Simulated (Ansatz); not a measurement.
Isolated molecules relaxed with PBE0-D4/def2-TZVP in Ansatz; ΔE leaves out vibrations. CCSD(T)/CBS is the MP2 limit (def2-TZVPP, def2-QZVPP) plus CCSD(T) − MP2 in def2-TZVPP, frozen cores. This one scheme is used for every species. DFT in def2-TZVPP. HSE06 is defined as in plane-wave codes. def2 core potentials past Kr. For Zr outer-core shells are correlated without core-valence functions, which leaves a few kJ/mol of doubt a bond. Each species was taken in one conformer, which may not be the lowest.

Consider the ligand exchange at a Zr–O bond: `C[NH][Zr]([OH])([NH]C)[NH]C` + HCl → `C[NH][Zr]([Cl])([NH]C)[NH]C` + H₂O.

| level | ΔE (kJ/mol) | difference from CCSD(T)/CBS |
| --- | --- | --- |
| LDA (SPW92) | -55.3 | 6.3 |
| PBE0-D4 | -64.1 | -2.5 |
| r2SCANh-D4 | -63.9 | -2.3 |
| r2SCAN0-D4 | -65.3 | -3.7 |
| HSE06-D4 | -64.7 | -3.1 |
| BHLYP-D4 | -61.7 | -0.1 |
| ωB97X-V | -56.0 | 5.6 |
| PBE | -56.9 | 4.7 |
| r2SCAN0 | -64.2 | -2.6 |
| HSE06 | -61.9 | -0.3 |
| BHLYP | -56.3 | 5.3 |
| HF/def2-SVP | -54.1 | 7.5 |
| MP2/def2-SVP | -49.1 | 12.5 |
| HF/def2-TZVPP | -59.1 | 2.5 |
| SCS-MP2/def2-TZVPP | -59.8 | 1.8 |
| HF/CBS(def2) | -58.8 | 2.8 |
| CCSD(T)/CBS | -61.6 | 0 |

Largest T1 diagnostic among the species: 0.016.

At CCSD(T), def2-SVP lies +16.0 kJ/mol from the extrapolated value and def2-TZVPP +2.0 kJ/mol. Leaving LDA and LC-ωPBE aside and taking each functional with its dispersion term where it has one, the values, not all of them listed here, spread over 13.4 kJ/mol, from r2SCAN0-D4 to CAM-B3LYP-D4. The D4 term adds −4.7 kJ/mol with B3LYP and −2.8 kJ/mol with PBE0; it sums over pairs of atoms, weighted by their polarisabilities, and B3LYP, whose exchange is more repulsive, gets the larger term.

CCSD(T)/CBS has its own doubt, a few kJ/mol and more with outer-core shells, so smaller differences from it don't rank the levels.

B3LYP here is the variant with VWN-RPA as its local correlation; programs differ in this.
